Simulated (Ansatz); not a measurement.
Two structures of GaH₃O, singlet, reached by relaxing down either side of one saddle point (PBE0-D4/def2-TZVP). Energies are electronic, without zero-point energy. Ansatz 0.2.0; basis: def2-TZVPP and def2-QZVPP; cores frozen in the correlated methods. Filled d shells of the heavier atoms are correlated. The def2 sets are not built for correlating such inner shells, so the correlated values are less sure here. Extrapolation: Hartree–Fock as exp(−7.88 √X), correlation as X^−2.97. First:

```csv
atom,x (Å),y (Å),z (Å)
Ga1,-0.4910,0.1865,-0.1627
O2,1.1045,-0.6204,-0.1501
H3,-1.2534,0.0504,-1.5117
H4,-0.9383,0.9219,1.1444
H5,1.5782,-0.5385,0.6800
```

Second:

```
5
angstrom
Ga -1.5922 0.6208 0.1238
O 0.3804 -0.6045 -0.4277
H 0.7436 -0.6773 -1.3142
H -0.5983 0.9180 1.4690
H 1.0665 -0.2570 0.1492
```

Q: Which bonds change from the first to the second?

A: GaH₃O ([OH][GaH2]) → GaH + H₂O; bonds formed: O2–H3; bonds broken: Ga1–O2, Ga1–H3.

Q: Give the saddle point's structure and its height above each. (To be estimated.)

A: By the calculation: 2.683 eV above the first and 1.610 eV above the second (CCSD(T) at an estimated basis limit (MP2 extrapolated from triple and quadruple zeta, plus CCSD(T) − MP2 in triple zeta)).
Ga1  (-0.969, 0.400, 0.017)
O2  (0.664, -0.734, -0.188)
H3  (-0.138, -0.272, -1.237)
H4  (-1.133, 1.046, 1.461)
H5  (1.576, -0.440, -0.053)
(Å)

No T1 diagnostic of these runs exceeds 0.019. The restricted Hartree–Fock reference is unstable towards an unrestricted one at one or more of these structures.

Labels in which every atom is bracketed show which atoms are joined, not bond orders.

For scale, one of the runs: CCSD(T)/def2-TZVPP, 121 basis functions, launched by `ansatz run in.yaml --threads 2 --pin off --events-out ev --progress --plain --max-ram 4352MiB`. Hardware: 2 CPU threads of an Arm Neoverse V2, shared host. Wall time about 9.5 s.
